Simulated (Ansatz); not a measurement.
Total energies of Cu₂Te (the lowest singlet isomer of a short search) from Ansatz at PBE-D4/def2-TZVP, gas phase (1 Eh = 27.2114 eV = 2625.5 kJ/mol). The reference geometry is relaxed at B3LYP-D4/def2-TZVP.

```xyz
3

Cu    0.293   -0.544    1.350
Cu   -0.707    1.274   -0.287
Te    0.414   -0.730   -1.063
```

```json
{"state": "charge 0 singlet", "geometry": "reference", "energy (Eh)": "-3548.66139"}
{"state": "charge 1 doublet", "geometry": "reference", "energy (Eh)": "-3548.39093"}
{"state": "charge 1 doublet", "geometry": "relaxed at B3LYP-D4/def2-TZVP", "energy (Eh)": "-3548.38857"}
{"state": "charge 0 triplet", "geometry": "relaxed at B3LYP-D4/def2-TZVP", "energy (Eh)": "-3548.62012"}
{"state": "charge 0 quintet", "geometry": "relaxed at B3LYP-D4/def2-TZVP", "energy (Eh)": "-3548.54123"}
{"state": "free Cu atom (doublet)", "geometry": "–", "energy (Eh)": "-1640.24447"}
{"state": "free Te atom (triplet)", "geometry": "–", "energy (Eh)": "-267.97310"}
```

In the def2 sets Te takes a core potential; there is no spin–orbit coupling.

Problem. Work out the vertical ionisation energy to the doublet.

Solution. E(charge 1 doublet) − E(charge 0 singlet) = -3548.39093 − (-3548.66139) = 0.27046 Eh = 7.36 eV. For comparison, −ε of the highest occupied level is 4.63 eV at this level, 2.73 eV less.

Problem. How much does the charge 1 doublet relax, and what is the adiabatic ionisation energy?

Solution. Relaxation: -3548.39093 − (-3548.38857) = -0.00236 Eh = -0.06 eV. Adiabatic ionisation energy: 0.27282 Eh = 7.42 eV, without zero-point energy. 

Problem. Which of the charge 0 states is lowest, and how far above it are the others?

Solution. The singlet. triplet: -3548.62012 − (-3548.66139) = 0.04127 Eh = 108.4 kJ/mol; quintet: -3548.54123 − (-3548.66139) = 0.12016 Eh = 315.5 kJ/mol.

Problem. What is the binding energy per atom against free atoms?

Solution. Atoms: 2 × (-1640.24447) + 1 × (-267.97310) = -3548.46204 Eh. Binding: -3548.46204 − (-3548.66139) = 0.19935 Eh = 5.42 eV, or 1.81 eV for each of 3 atoms (no zero-point energy, no counterpoise term).

The structure comes from a short search, and lower isomers may exist.
